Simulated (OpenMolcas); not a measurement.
Nb4+ with its 6 nearest chloride ions, on the Zr site of Cs2ZrCl6 (a = 10.407 Å, distance in the model lattice 2.446 Å). The rest of the host is ab initio model potentials to 7.6 Å and point charges beyond; the distance is set by hand and nothing relaxes. Ligand basis ANO-RCC-VDZP.

```json
{
  "Program": "OpenMolcas",
  "Method": "CASSCF",
  "Basis": "ANO-RCC-VTZP [7s6p4d2f1g]",
  "Scalar Hamiltonian": "DKH2, point nucleus",
  "Active space": "1 electron in 5 orbitals (4d)",
  "State averaging": "2S+1 = 2 even, 5 roots",
  "Spin-orbit coupling": "RASSI with atomic mean-field integrals over the reference wave functions"
}
```

All ligands move together. At R = 2.44 Å |10Dq| is 24359 cm-1, and at R = 2.446 Å it is 24134 cm-1.

Q: A third run gives 24284 cm-1. What distance was it run at?

A: With a power law R^-n the two known points give n = -ln(24134 / 24359) / ln(2.446 / 2.44) = 3.78. Then R = 2.44 × (24359 / 24284)^(1/3.78) = 2.442 Å. The run was at 2.442 Å, so the estimate is off by 0 Å.

An orbital triplet at a regular site is open to Jahn-Teller coupling, which can distort the site and quench the lowest spin-orbit gaps and is left out. The least metal-like active orbital is 72 % on the metal (Löwdin) and no ligand orbital is active, so the numbers are rough. With metal d orbitals alone the field can be off either way by tens of per cent. Ligand-to-metal charge-transfer states are missing. No measured value stands beside these numbers; the geometry was set by hand and not optimised.
